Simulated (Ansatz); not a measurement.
Consider the isomerisation: `N=C[SiH2][SiH2]N` → `N=C([SiH3])[SiH2]N`.

Isolated molecules relaxed with PBE0-D4/def2-TZVP in Ansatz; ΔE leaves out vibrations. CCSD(T)/CBS is the MP2 limit (def2-TZVPP, def2-QZVPP) plus CCSD(T) − MP2 in def2-TZVPP, frozen cores. DFT in def2-TZVPP. Each species was taken in one conformer, which may not be the lowest.

| level | ΔE (eV) |
| --- | --- |
| r2SCAN | 0.12 |
| CCSD(T)/def2-TZVPP | 0.10 |

**Question.** What does CCSD(T)/CBS give? (An estimate is asked.)

**Answer.** Computed: +0.11 eV. The listed levels differ from it by 0.01, -0.01 eV.

Largest T1 diagnostic among the species: 0.013.
